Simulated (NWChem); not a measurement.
## Basis-set convergence for H₂ClNPb

```xyz
5

Pb     0.2397    -0.3601     0.0000
Cl    -1.9396     0.9138     0.0000
N      1.4147     1.4440     0.0000
H      2.4376     1.5118     0.0000
H      0.9778     2.3723     0.0000
```
Charge 0, spin multiplicity 1.

Everything below was run with NWChem. All single points use one geometry, from PBE/def2-SVP with def2 effective core potentials on Pb, a minimum by its harmonic frequencies. It is one conformer; others weren't searched.

Quantity: vertical ionisation energy at the level ΔHF (Δ: difference of total energies, the cation a doublet at the parent's geometry with its hole in an orbital of symmetry a" (Cs labels); it is the state that the SCF runs reached, from PBE0 orbitals for Hartree-Fock references, and need not be the lowest).

Effective core potentials replace the inner electrons of Pb; spin-orbit coupling is left out. The structure started from a generated list of species. No SCF solution was tested for a lower state. Open-shell Hartree-Fock references start from PBE0 orbitals; any time given for them includes that run.

The cost column gives rough processor time relative to def2-SVP; each entry includes its own SCF.

| basis | functions | vertical ionisation energy (eV) | relative cost |
|---|---|---|---|
| def2-SVP | 68 | (withheld) | 1 |
| def2-SVPD | 95 | (withheld) | under 3 |
| def2-TZVP | 130 | 7.50 | 4 |
| def2-TZVPP | 151 | 7.50 | 5 |
| def2-TZVPD | 157 | (withheld) | 7 |

What belongs in the gaps?


- def2-SVP, vertical ionisation energy (eV): 7.42
- def2-SVPD, vertical ionisation energy (eV): 7.62
- def2-TZVPD, vertical ionisation energy (eV): 7.52
